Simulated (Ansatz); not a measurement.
CH6F2SiSn can be A, `[CH3][SnH]([F])[SiH2]F`, or B, `C[Si](F)(F)[SnH3]`.

Computed with Ansatz on PBE0-D4/def2-TZVP structures; ΔE is electronic, products minus reactants. CCSD(T)/CBS is the MP2 limit (def2-TZVPP, def2-QZVPP) plus CCSD(T) − MP2 in def2-TZVPP, frozen cores. Functionals use def2-TZVPP. B3LYP here is the variant with VWN-RPA as its local correlation; programs differ in this. def2 core potentials past Kr. For Sn outer-core shells are correlated without core-valence functions, which leaves a few kJ/mol of doubt a bond. One conformer a species, not always the lowest.

Problem. Which is lower in electronic energy at CCSD(T)/CBS, and by how much? (Best estimate.)

Solution. Computed: B, by 113.9 kJ/mol.

Problem. Give E(B) − E(A) in kJ/mol with CCSD(T)/def2-TZVPP, HF/def2-TZVPP, r2SCAN-D4, PBE-D4, ωB97M-V, CCSD/def2-TZVPP, B3LYP. (An estimate is asked.)

Solution. Ansatz gave: CCSD(T)/def2-TZVPP -123.2, HF/def2-TZVPP -121.5, r2SCAN-D4 -122.4, PBE-D4 -113.1, ωB97M-V -125.0, CCSD/def2-TZVPP -124.7, B3LYP -112.9. None reverses the order clearly.

Largest T1 diagnostic: 0.013.

From PBE to PBE0 (25 % exact exchange), in def2-TZVPP and without D4, E(B) − E(A) moves by −9.1 kJ/mol. The D4 term adds −3.4 kJ/mol with B3LYP and −1.7 kJ/mol with PBE0; it sums over pairs of atoms, weighted by their polarisabilities, and B3LYP, whose exchange is more repulsive, gets the larger term.
